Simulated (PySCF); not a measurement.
Molfile (atoms numbered from 1):
```
C9H14O
     RDKit          3D

 24 24  0  0  0  0  0  0  0  0999 V2000
   -3.2524   -0.5128    0.4164 C   0  0  0  0  0  0  0  0  0  0  0  0
   -1.9879   -0.3475    0.0243 C   0  0  0  0  0  0  0  0  0  0  0  0
   -1.4775    0.7514   -0.8794 C   0  0  0  0  0  0  0  0  0  0  0  0
    0.0246    0.8352   -0.5824 C   0  0  1  0  0  0  0  0  0  0  0  0
    0.3121    1.6997    0.6396 C   0  0  0  0  0  0  0  0  0  0  0  0
    0.3773   -0.6636   -0.3627 C   0  0  1  0  0  0  0  0  0  0  0  0
    1.7148   -0.8606    0.3224 C   0  0  0  0  0  0  0  0  0  0  0  0
    2.9413   -0.6315   -0.5250 C   0  0  0  0  0  0  0  0  0  0  0  0
    1.7970   -1.1715    1.4871 O   0  0  0  0  0  0  0  0  0  0  0  0
   -0.8155   -1.2202    0.4150 C   0  0  0  0  0  0  0  0  0  0  0  0
   -3.5436   -1.3450    1.0631 H   0  0  0  0  0  0  0  0  0  0  0  0
   -4.0402    0.1790    0.1059 H   0  0  0  0  0  0  0  0  0  0  0  0
   -1.6273    0.4526   -1.9323 H   0  0  0  0  0  0  0  0  0  0  0  0
   -2.0033    1.7075   -0.7363 H   0  0  0  0  0  0  0  0  0  0  0  0
    0.5755    1.2392   -1.4469 H   0  0  0  0  0  0  0  0  0  0  0  0
   -0.0244    2.7327    0.4649 H   0  0  0  0  0  0  0  0  0  0  0  0
   -0.2126    1.3240    1.5314 H   0  0  0  0  0  0  0  0  0  0  0  0
    1.3856    1.7341    0.8796 H   0  0  0  0  0  0  0  0  0  0  0  0
    0.4351   -1.1286   -1.3626 H   0  0  0  0  0  0  0  0  0  0  0  0
    3.8340   -0.5851    0.1109 H   0  0  0  0  0  0  0  0  0  0  0  0
    3.0487   -1.4672   -1.2354 H   0  0  0  0  0  0  0  0  0  0  0  0
    2.8481    0.2871   -1.1238 H   0  0  0  0  0  0  0  0  0  0  0  0
   -0.9934   -2.2860    0.2072 H   0  0  0  0  0  0  0  0  0  0  0  0
   -0.6033   -1.1461    1.4939 H   0  0  0  0  0  0  0  0  0  0  0  0
  1  2  2  0
  2  3  1  0
  3  4  1  0
  4  5  1  0
  4  6  1  0
  6  7  1  0
  7  8  1  0
  7  9  2  0
  6 10  1  0
 10  2  1  0
  1 11  1  0
  1 12  1  0
  3 13  1  0
  3 14  1  0
  4 15  1  6
  5 16  1  0
  5 17  1  0
  5 18  1  0
  6 19  1  6
  8 20  1  0
  8 21  1  0
  8 22  1  0
 10 23  1  0
 10 24  1  0
M  END
```

Geometry: PBE0-D3(BJ)/def2-SVP; GIAO shifts from PySCF, gas phase, non-relativistic, averaged over equivalent atoms.

At mPW1PW91/pcSseg-1 (240 basis functions, 54 s wall time on 1 thread of an Arm Neoverse V2, shared host):
| atoms | δ (ppm) |
| --- | --- |
| C7 | 211.2 |
| C2 | 158.9 |
| C1 | 115.1 |
| C6 | 56.9 |
| C3 | 45.9 |
| C4 | 39.9 |
| C10 | 31.4 |
| C8 | 31.2 |
| C5 | 16.5 |
| O9 | 674.7 |
| H12 | 5.34 |
| H11 | 5.32 |
| H24 | 3.12 |
| H19 | 2.72 |
| H13 | 2.62 |
| H20/H21/H22 | 2.13 |
| H15 | 2.08 |
| H23 | 2.03 |
| H14 | 2.02 |
| H16/H17/H18 | 0.61 |

Shifts are taken against calculated references (same method and geometry level): ¹³C (183.54 ppm) and ¹H (31.32 ppm) against TMS; H2O for ¹⁷O (333.30 ppm).

What do these become at PBE0/pcSseg-1?

## Answers


```json
{"atoms": "C7", "δ at PBE0/pcSseg-1": "211.0", "change": "-0.2"}
{"atoms": "C2", "δ at PBE0/pcSseg-1": "159.0", "change": "+0.1"}
{"atoms": "C1", "δ at PBE0/pcSseg-1": "115.0", "change": "-0.1"}
{"atoms": "C6", "δ at PBE0/pcSseg-1": "56.9", "change": "+0.0"}
{"atoms": "C3", "δ at PBE0/pcSseg-1": "46.0", "change": "+0.1"}
{"atoms": "C4", "δ at PBE0/pcSseg-1": "40.0", "change": "+0.1"}
{"atoms": "C10", "δ at PBE0/pcSseg-1": "31.4", "change": "+0.0"}
{"atoms": "C8", "δ at PBE0/pcSseg-1": "31.1", "change": "-0.1"}
{"atoms": "C5", "δ at PBE0/pcSseg-1": "16.4", "change": "-0.1"}
{"atoms": "O9", "δ at PBE0/pcSseg-1": "676.1", "change": "+1.4"}
{"atoms": "H12", "δ at PBE0/pcSseg-1": "5.36", "change": "+0.02"}
{"atoms": "H11", "δ at PBE0/pcSseg-1": "5.33", "change": "+0.01"}
{"atoms": "H24", "δ at PBE0/pcSseg-1": "3.11", "change": "-0.01"}
{"atoms": "H19", "δ at PBE0/pcSseg-1": "2.74", "change": "+0.02"}
{"atoms": "H13", "δ at PBE0/pcSseg-1": "2.64", "change": "+0.02"}
{"atoms": "H20/H21/H22", "δ at PBE0/pcSseg-1": "2.13", "change": "+0.00"}
{"atoms": "H15", "δ at PBE0/pcSseg-1": "2.10", "change": "+0.02"}
{"atoms": "H23", "δ at PBE0/pcSseg-1": "2.03", "change": "+0.00"}
{"atoms": "H14", "δ at PBE0/pcSseg-1": "2.03", "change": "+0.01"}
{"atoms": "H16/H17/H18", "δ at PBE0/pcSseg-1": "0.60", "change": "-0.01"}
```

Referencing at the same level of theory: ¹³C (σ = 184.41 ppm) and ¹H (σ = 31.27 ppm) against TMS; ¹⁷O (σ = 334.56 ppm) vs H2O.

The largest change is at O9 (ketone oxygen). Cost: 240 basis functions, 56 s wall time on 1 thread of an Arm Neoverse V2, shared host. The order of the carbon signals is the same at both levels.

Unscaled 17O shifts of doubly bonded oxygen tend to come out too high, by tens of ppm or more. Experimental scales use liquid or dissolved standards, which lie at an offset from isolated H2O (liquid H2O: subtract about 36 ppm).
